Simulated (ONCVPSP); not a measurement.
**Which change was made? (Li, ONCV)**

```
Element                 : lithium (Li)
Generator               : ONCVPSP 4.0.1
Type                    : optimised norm-conserving Vanderbilt (ONCV)
Functional              : PBE
Relativity              : scalar-relativistic
Frozen core             : none
Valence charge          : 3
Reference configuration : 1s2 2s0.5 (charge +0.5)
Partial waves           : 1s+2s: rc 1.10 bohr, ncon 5, nbas 9, qcut 11.1 1/bohr, 2 projectors; p scattering state at 0.44 Ha: rc 1.10 bohr, ncon 4, nbas 9, qcut 9.1 1/bohr, 2 projectors, debl 1 Ha
Local potential         : polynomial inside 0.95 bohr (lpopt 5, dvloc0 3 Ha)
Core correction         : none
```

Cutoffs, loose and tight: the cutoffs (Ha) at which the residual kinetic energy of the hardest occupied pseudo-wave falls to 1 and 0.1 mHa per electron. They do not see the model core or the augmentation charge, which bear on the density cutoff. Test errors are all-electron minus pseudo excitation energies from the reference, over the configurations 1s2 2s1; 1s2 2s0; 1s2 2s0 2p1; 1s1 2s1; variants that change the core or the reference have their own tests.

The base gives: outcome: generated; cutoff, loose: 46 Ha; cutoff, tight: 55 Ha; bound ghosts: none; GHOST(+) flags above zero: none; largest test error (meV): +615.

(1) After one change the result is: outcome: generated, projector energies reset by the program; cutoff, loose: 1.8 Ha; cutoff, tight: 2.8 Ha; bound ghosts: none; GHOST(+) flags above zero: none; largest test error (meV): +2.6 over the solved tests; 1 of 3 tests not solved or not reliable. Which change was it?
A. core [He], valence charge 1; reference 2s0.75; waves now 2s: rc 3.10 bohr, ncon 4, nbas 7, qcut 2.5 1/bohr, 2 projectors, debl 3.5 Ha; p scattering state at 0.08 Ha: rc 2.70 bohr, ncon 3, nbas 7, qcut 3 1/bohr, 1 projector; local potential polynomial inside 2.60 bohr (lpopt 5, dvloc0 3 Ha); core correction Teter function, fcfact 5.25, rcfact 1.2
B. s: qcut 7.1; p: qcut 5.8
C. s: ncon 3, nbas 7

Results:

(1) A. The others give: s: qcut 7.1; p: qcut 5.8 → outcome: generated; cutoff, loose: 152 Ha; cutoff, tight: 187 Ha; bound ghosts: none; GHOST(+) flags above zero: none; largest test error (meV): +1140 | s: ncon 3, nbas 7 → outcome: generated; cutoff, loose: 41 Ha; cutoff, tight: 49 Ha; bound ghosts: none; GHOST(+) flags above zero: none; largest test error (meV): +808.
